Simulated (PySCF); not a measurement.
**Electrostatic potential from atomic charges**

Species: `C=C[Si]([SiH3])([SiH3])C1CC1`. Coordinates (PBE0-D3(BJ)/def2-SVP, Å) and charges (e) from the PBE0/pcSseg-1 density (PySCF):

```csv
atom,x,y,z,Mulliken,IAO,Hirshfeld,ESP-fitted
C1,-2.610,-0.876,1.611,-0.1672,-0.2696,-0.0813,-0.3243
C2,-1.353,-0.419,1.595,-0.4671,-0.4045,-0.1388,-0.2960
Si3,-0.359,-0.035,0.051,+0.3516,+0.5171,+0.2160,+0.2918
Si4,-1.486,-0.782,-1.870,+0.2099,+0.2466,+0.1964,+0.1042
Si5,-0.168,2.306,-0.104,+0.2161,+0.2460,+0.1966,+0.1423
C6,1.342,-0.818,0.128,-0.5232,-0.4056,-0.1351,-0.2767
C7,2.471,-0.308,-0.734,-0.2074,-0.2737,-0.0855,-0.2535
C8,2.521,-0.101,0.743,-0.2109,-0.2732,-0.0853,-0.3151
H9,-3.167,-1.083,0.688,+0.1439,+0.1387,+0.0427,+0.1651
H10,-3.150,-1.067,2.546,+0.1269,+0.1487,+0.0491,+0.1644
H11,-0.862,-0.237,2.562,+0.1392,+0.1509,+0.0433,+0.1731
H12,-2.831,-0.137,-2.005,-0.0569,-0.0945,-0.0750,-0.0515
H13,-0.682,-0.433,-3.082,-0.0566,-0.0890,-0.0735,-0.0540
H14,-1.682,-2.267,-1.845,-0.0514,-0.0915,-0.0751,-0.0512
H15,0.367,2.894,1.167,-0.0610,-0.0941,-0.0750,-0.0589
H16,0.734,2.729,-1.223,-0.0617,-0.0976,-0.0743,-0.0537
H17,-1.523,2.889,-0.352,-0.0513,-0.0862,-0.0725,-0.0594
H18,1.323,-1.904,0.280,+0.1565,+0.1517,+0.0440,+0.1769
H19,2.286,0.560,-1.375,+0.1462,+0.1418,+0.0418,+0.1234
H20,3.144,-1.047,-1.176,+0.1369,+0.1493,+0.0497,+0.1462
H21,3.229,-0.696,1.326,+0.1366,+0.1490,+0.0495,+0.1601
H22,2.371,0.911,1.133,+0.1510,+0.1397,+0.0421,+0.1468
```

Points outside the species (Å): A (4.8, -0.8, 5.3); B (-4.4, 3.0, -2.5); C (4.3, 6.2, -2.3); D (5.3, -3.3, -0.6); E (0.4, 1.1, 5.8).

Find the potential V = 14.3996 V·Å × Σ q/r of each set of charges at these points.

In volts:

```json
{"point": "A", "nearest atom": "H21", "distance (Å)": "4.27", "Mulliken": "-0.047", "IAO": "+0.015", "Hirshfeld": "+0.028", "ESP-fitted": "+0.070"}
{"point": "B", "nearest atom": "H12", "distance (Å)": "3.54", "Mulliken": "+0.087", "IAO": "+0.004", "Hirshfeld": "-0.036", "ESP-fitted": "-0.095"}
{"point": "C", "nearest atom": "H16", "distance (Å)": "5.09", "Mulliken": "+0.048", "IAO": "-0.004", "Hirshfeld": "-0.015", "ESP-fitted": "-0.027"}
{"point": "D", "nearest atom": "H20", "distance (Å)": "3.17", "Mulliken": "-0.030", "IAO": "+0.034", "Hirshfeld": "+0.042", "ESP-fitted": "+0.109"}
{"point": "E", "nearest atom": "H11", "distance (Å)": "3.72", "Mulliken": "-0.117", "IAO": "-0.001", "Hirshfeld": "+0.022", "ESP-fitted": "+0.067"}
```

How far are the other sets from the ESP-fitted one at these points?

Root-mean-square difference: Hirshfeld 0.049 V, IAO 0.069 V, Mulliken 0.145 V. The ESP scheme is a least-squares fit of atom-centred charges to the potential on four shells outside the van der Waals surface, with the total charge fixed.

What energy would a point charge of +2 e have at D in the field of the ESP charges, leaving out polarisation?

+0.217 eV = +21.0 kJ/mol, a repulsion.

The structure is a single PBE0-D3(BJ)/def2-SVP conformer in the gas phase; no vibrational or solvent corrections.

Conformer computed: `[CH2:1]=[CH:2][Si:3]([SiH3:4])([SiH3:5])[CH:6]1[CH2:7][CH2:8]1`: C1–C2–Si3–Si4 -9°, C2–Si3–C6–C7 -160°.
